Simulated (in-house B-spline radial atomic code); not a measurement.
Ga¹³⁺. Computed with a B-spline radial atomic code. Model: all-electron spherical atom, spin shells full or empty, radial basis limit, no spin-orbit coupling: exact exchange with a local potential (Slater, KLI or optimised effective potential, whose far tail is KLI's), no correlation.

Exchange potential has not reached -1/r at the last radius.

The run also made RPA and GW results, which its time includes.

The Slater potential averages the orbital exchange potentials with the orbital densities as weights, KLI adds orbital constants, and the optimised effective potential minimises the exact-exchange energy among local potentials. So their energies lie above Hartree-Fock in the order OEP, KLI, Slater. All fall off as −1/r, unlike LDA and GGA exchange.

Command:
```bash
python run_gw.py task.json out
```
Settings (lengths in bohr, energies in hartree):
```
Z                      31
electrons              18
configuration          [Ne] 3s2 3p6
hamiltonian            nr
method                 oep
lmax                   9
spin_polarised         False
box_radius             5.53
intervals              66
```

Time taken, with all properties: 2.7 s on 1 thread of Arm Neoverse N1, with other jobs on the host.

Given: hamiltonian non-relativistic; mean-field start exchange-only OEP.

Computed: energy above Hartree-Fock 5.9098 millihartree; virial ratio -E/T less 1 -1e-06.

```tsv
radius (bohr)	r times exchange potential (hartree bohr)
0.00161	-0.041196
0.00195	-0.049856
0.00235	-0.060013
0.00283	-0.072158
0.00341	-0.08674
0.00411	-0.10419
0.00496	?
0.00598	-0.14984
0.00721	-0.17896
0.0087	-0.21308
0.0105	-0.25248
0.0127	-0.29774
0.0153	-0.3468
0.0184	-0.39893
0.0222	-0.45335
0.0268	-0.50555
0.0323	-0.54951
0.0389	?
0.0469	-0.58128
0.0566	-0.55784
0.0682	-0.53757
0.0823	-0.58852
0.0992	-0.72126
0.12	-0.8711
0.144	-0.98872
0.174	-1.0672
0.21	-1.0787
0.253	-0.98129
0.305	-0.77323
0.368	-0.8766
0.444	-1.1827
0.535	-1.3439
0.645	-1.4081
0.778	-1.3977
0.939	-1.3325
1.13	-1.2495
1.36	-1.1762
```

(1) What belongs in the row 0.00496?

(2) What belongs in the row 0.0389?

| occupied | level (hartree) | Hartree-Fock level (hartree) |
| --- | --- | --- |
| 1s | -387.02 | -394.17 |
| 2s | ? | ? |
| 2p | -56.499 | -58.025 |
| 3s | -19.044 | -19.402 |
| 3p | -17.316 | -17.316 |

(3) What belongs in the row 2s?

```csv
empty,level (hartree)
3d,-14.536
4s,-8.995
4p,-8.3484
4d,?
4f,-6.5645
```

(4) What belongs in the row 4d?

## Answers

(1) r times exchange potential (hartree bohr): -0.12513.

(2) r times exchange potential (hartree bohr): -0.57772.

(3) level (hartree): -61.658; Hartree-Fock level (hartree): -63.697.

(4) level (hartree): -7.3651.

The highest level, 3p, differs from Hartree-Fock by -0.01 eV and the deepest, 1s, by +195 eV: a local potential can match the highest level but can't give each shell its own exchange.
